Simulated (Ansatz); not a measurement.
Basis sets compared for the cluster AlGaAs₂ (the lowest singlet isomer of a short search). Total charge 0; singlet. Geometry r2SCAN-D4/def2-SVP. Ansatz on 4 threads of Arm Neoverse V2 on a shared host; times are rough, and most runs start from earlier orbitals.

```csv
atom,x (Å),y (Å),z (Å)
Al1,2.1725,0.1637,-0.9265
Ga2,-2.1952,-0.1664,0.9249
As3,0.1558,-1.1258,0.1406
As4,-0.1331,1.1285,-0.1390
```

The 6-31G sets use Cartesian d functions. B3LYP takes the VWN-RPA correlation. The structure comes from a short search, and lower isomers may exist.

Binding counts from free atoms (Al doublet, Ga doublet, As quartet) in the same basis, without a counterpoise term.

```csv
level,functions,energy (Eh),HOMO (eV),LUMO (eV),binding per atom (eV),wall time
PBE-D4/def2-SVP,114,-6637.1379,-4.84,-3.89,2.30,1.1 s
PBE-D4/def2-TZVP (with forces),181,-6638.0228,-4.83,-3.91,2.31,2.6 s
r2SCAN-D4/def2-TZVP,181,-6639.0390,-5.01,-4.00,2.18,5 s
B3LYP-D4/6-31G,100,-6638.1489,-5.45,-3.42,1.86,1.6 s
B3LYP-D4/def2-TZVP,181,-6639.2616,-5.42,-3.28,2.15,3.8 s
PBE0-D4/def2-SVP,114,-6637.3139,-5.62,-3.19,2.15,2 s
PBE0-D4/def2-TZVP,181,-6638.1969,-5.59,-3.19,2.16,6 s
```

(1) Estimate the rows for PBE-D4/def2-TZVPD, r2SCAN-D4/def2-TZVPD, PBE0-D4/def2-TZVPD.

Answers

(1) 
```json
{"level": "PBE-D4/def2-TZVPD", "functions": "205", "energy (Eh)": "-6638.0238", "HOMO (eV)": "-4.84", "LUMO (eV)": "-3.94", "binding per atom (eV)": "2.31", "wall time": "2.9 s"}
{"level": "r2SCAN-D4/def2-TZVPD", "functions": "205", "energy (Eh)": "-6639.0399", "HOMO (eV)": "-5.01", "LUMO (eV)": "-4.01", "binding per atom (eV)": "2.18", "wall time": "6.5 s"}
{"level": "PBE0-D4/def2-TZVPD", "functions": "205", "energy (Eh)": "-6638.1978", "HOMO (eV)": "-5.60", "LUMO (eV)": "-3.22", "binding per atom (eV)": "2.16", "wall time": "5.5 s"}
```
